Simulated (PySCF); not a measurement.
Molecule: `C(c1c(C#C)cc([O-])o1)=C`, [C₈H₅O₂]-.

Cartesian coordinates in Å; atom numbers follow the order of the lines, from 1:
```xyz
15

C    -0.0983    2.2699   -2.2088
C    -0.3809    1.4506   -1.3739
C    -0.7443    0.5035   -0.4049
C    -2.0412    0.2086    0.0377
C    -1.9345   -0.8015    1.0130
O    -2.7876   -1.3869    1.6866
O    -0.5865   -1.1120    1.1562
C     0.1371   -0.3214    0.2961
C     1.5453   -0.3984    0.2051
C     2.3480   -1.2163    0.9095
H     0.1597    2.9821   -2.9355
H    -2.9576    0.6590   -0.2937
H     1.9760    0.2879   -0.5178
H     1.9424   -1.9043    1.6299
H     3.4181   -1.2129    0.7785
```

Total charge -1.

Frames of a GFN2-xTB Langevin trajectory at 600 K; GIAO PBE0/pcSseg-1 shieldings in PySCF 2.14, gas phase, non-relativistic; equivalent atoms averaged within each frame.

δ = σ(ref) − σ, references computed at the same level: $^{13}$C (σref 186.93) against TMS; $^{17}$O (σref 336.08) vs H2O. The references are static minima.

How do the shifts (ppm) fluctuate along the trajectory?

Answers


| time (fs) | C5 | C8 | C9 | C3 | C2 | C1 | C10 | C4 | O7 | O6 |
| --- | --- | --- | --- | --- | --- | --- | --- | --- | --- | --- |
| 250 | 170.4 | 149.9 | 133.9 | 130.5 | 97.8 | 92.5 | 90.7 | 84.8 | 314.4 | 274.0 |
| 425 | 188.4 | 141.9 | 139.8 | 106.3 | 97.5 | 81.4 | 94.7 | 83.9 | 303.0 | 327.4 |
| 625 | 173.9 | 147.8 | 137.1 | 128.1 | 95.6 | 80.7 | 85.2 | 97.1 | 294.1 | 319.7 |
| 800 | 184.2 | 143.3 | 130.4 | 121.3 | 102.4 | 81.3 | 94.0 | 95.2 | 283.9 | 311.1 |
| 1000 | 175.7 | 140.9 | 140.3 | 107.9 | 101.7 | 84.5 | 110.0 | 99.4 | 307.8 | 289.8 |
| mean of frames | 178.5 | 144.8 | 136.3 | 118.8 | 99.0 | 84.1 | 94.9 | 92.1 | 300.6 | 304.4 |
| standard deviation | 7.5 | 3.9 | 4.2 | 11.2 | 2.9 | 4.9 | 9.2 | 7.2 | 11.9 | 22.1 |

5 frames give an uncertainty of the mean of about the standard deviation over 2.2 at best, since frames this close in time may not be independent; classical motion lacks zero-point vibration, and the reference would need the same averaging.
